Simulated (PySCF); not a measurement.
## PbH₄ + SiH₂ → PbH₂ + SiH₄

Level: PBE0 in the def2-TZVP basis family, computed in PySCF with density fitting; scalar-relativistic core potentials for atoms from Rb on, none lighter, no spin–orbit coupling; open shells unrestricted.

| species | state and structure | E (Eh) | ZPE (kJ/mol) | H(298 K) − H(0) (kJ/mol) | S° (J/(mol K)) |
| --- | --- | --- | --- | --- | --- |
| PbH₄ | singlet, Td, Pb–H 1.750 Å (×4) | -195.19025 | 64.3 | 11.7 | 237.8 |
| SiH₂ | singlet, C2v, Si–H 1.526 Å (×2); H–Si–H 91.1° | -290.48614 | 30.6 | 10.0 | 207.5 |
| PbH₂ | singlet, C2v, Pb–H 1.843 Å (×2); H–Pb–H 90.1° | -194.02333 | 23.8 | 10.2 | 237.7 |
| SiH₄ | singlet, Td, Si–H 1.485 Å (×4) | -291.75605 | 81.5 | 10.5 | 204.7 |

(1) What is the electronic reaction energy?

(2) Add zero-point, thermal and entropy terms for 298.15 K and 1 bar.

Answers

(1) At PBE0/def2-TZVP, ΔE = -270.4 kJ/mol from the differences of the total energies times 2625.5, downhill. The heavier lead gives up the higher oxidation state, the inert-pair effect.

(2) ΔZPE = 10.4 and Δ[H(298) − H(0)] = -1.0 kJ/mol give ΔH° = -261.0 kJ/mol. ΔS° = -2.9 J/(mol K), so ΔG° = -261.0 − 298.15 × (-0.0029) = -260 kJ/mol.

Spin–orbit coupling is large for PbH₄, PbH₂ and is left out. The structures come from searches over a few start shapes, so lower isomers are not excluded.
